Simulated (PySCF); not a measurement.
PySCF job for MoBr3, SMILES [Br][Mo]([Br])[Br] (connectivity only; charge and spin as stated), neutral, multiplicity 4, C-PCM-ωB97X/def2-SVP. Geometry optimised at B3LYP-D3(BJ)/def2-SVP. The multiplicity is an assumed one; other spin states were not compared. The def2 effective core potentials stand for the cores of Mo; spin–orbit coupling is left out.

```python
import numpy as np
from pyscf import gto, scf, dft
from pyscf.solvent import pcm

mol = gto.M(
    atom='''
    Mo    0.00000000    0.00000000    0.00000000
    Br    2.40923573    0.00000000    0.00000000
    Br   -1.20461787   -2.08645935    0.00000000
    Br   -1.20461787    2.08645935    0.00000000
    ''',
    basis='def2-SVP',
    ecp={'Mo': 'def2-svp'},
    charge=0,
    spin=3,
    max_memory=1600,
    verbose=3,
)
mf = dft.UKS(mol, xc='wb97x').density_fit(auxbasis='def2-universal-jkfit')
mf.grids.level = 3
mf.conv_tol = 1e-9
mf.max_cycle = 100
mf.kernel()
fine, coarse = mf.grids, dft.Grids(mol).set(level=1).build(with_non0tab=True)
for _ in range(3):  # follow internal instabilities
    mf.grids = coarse
    mo, _, stable, _ = mf.stability(return_status=True, nroots=4)
    mf.grids = fine
    if stable:
        break
    mf.kernel(mf.make_rdm1(mo, mf.mo_occ))
res = {}
for name, eps in {'water': 78.355, 'methanol': 32.613, 'ethylethanoate': 5.9867}.items():
    s = mf.PCM()
    s.with_solvent.method, s.with_solvent.eps, s.with_solvent.lebedev_order = 'C-PCM', eps, 29
    s.kernel(mf.make_rdm1())
    res[name] = (s.e_tot, eps, s.dip_moment(), s.mo_energy, s.converged)
    print(f'{name}: electrostatic solvation free energy {(s.e_tot - mf.e_tot) * 627.509474:.3f} kcal/mol')
```

It prints:

```

WARN: HOMO -0.404052108066319 >= LUMO -0.409263729865874

converged SCF energy = -7789.91551406926  <S^2> = 3.7713198  2S+1 = 4.0106457
<class 'pyscf.df.df_jk.DFUKS'> wavefunction is stable in the internal stability analysis

WARN: PCM is an experimental feature. It is still in testing.
Features and APIs may be changed in the future.

converged SCF energy = -7789.91917144627  <S^2> = 3.770781  2S+1 = 4.010377
Dipole moment(X, Y, Z, Debye):  0.00128, -0.00000,  0.00000
water: electrostatic solvation free energy -2.295 kcal/mol

WARN: PCM is an experimental feature. It is still in testing.
Features and APIs may be changed in the future.

converged SCF energy = -7789.91909522396  <S^2> = 3.7707929  2S+1 = 4.010383
Dipole moment(X, Y, Z, Debye):  0.00125,  0.00000,  0.00000
methanol: electrostatic solvation free energy -2.247 kcal/mol

WARN: PCM is an experimental feature. It is still in testing.
Features and APIs may be changed in the future.

converged SCF energy = -7789.91852879092  <S^2> = 3.7708806  2S+1 = 4.0104267
Dipole moment(X, Y, Z, Debye):  0.00099,  0.00000, -0.00000
ethylethanoate: electrostatic solvation free energy -1.892 kcal/mol
```

The calculation finished and met its thresholds.
